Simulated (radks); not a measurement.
Effect of the nuclear size on the ytterbium ion Yb2+, [Xe] 4f14. Method: Dirac Kohn-Sham, relativistic LDA (MacDonald-Vosko exchange, VWN5 correlation), spin-unpolarised, spherical densities, finite nucleus; Fermi nuclear charge, rms radius 5.3108 fm; computed with a radial shooting solver on a logarithmic mesh with Libxc functionals. The rms radius is varied about that value; shifts are against it.

\begin{tabular}{lrrrrrrrr}
rms radius (fm) & total energy shift (eV) & density at nucleus (e/bohr^3) & 1s1/2 shift (meV) & 2s1/2 shift (meV) & 4p1/2 shift (meV) & 5s1/2 shift (meV) & 4f7/2 shift (meV) & 6s1/2 (empty) shift (meV) \\ \hline
4.7532 & -7.77 & 1.047e+06 & -3150 & -429 & -0.126 & -3.58 & 0.298 & -0.494 \\
5.0771 & -3.33 & 1.026e+06 & -1350 & -184 & -0.054 & -1.53 & 0.128 & -0.212 \\
5.3108 & 0 & 1.012e+06 & 0.000 & 0.000 & 0.000 & 0.000 & 0.000 & 0.000 \\
5.6082 & 4.39 & 9.955e+05 & 1780 & 242 & 0.072 & 2.02 & -0.168 & 0.279 \\
6.0118 & 10.6 & 9.744e+05 & 4300 & 586 & 0.175 & 4.89 & -0.407 & 0.674 \\
\end{tabular}

Slopes of the eigenvalues against <r^2> in GHz/fm^2, as finite differences over the two radii next to the reference (eigenvalue slopes, not the field-shift constants of lines): 1s1/2 133000, 2s1/2 18200, 4p1/2 5.37, 5s1/2 152, 4f7/2 -12.6, 6s1/2 (empty) 20.9.
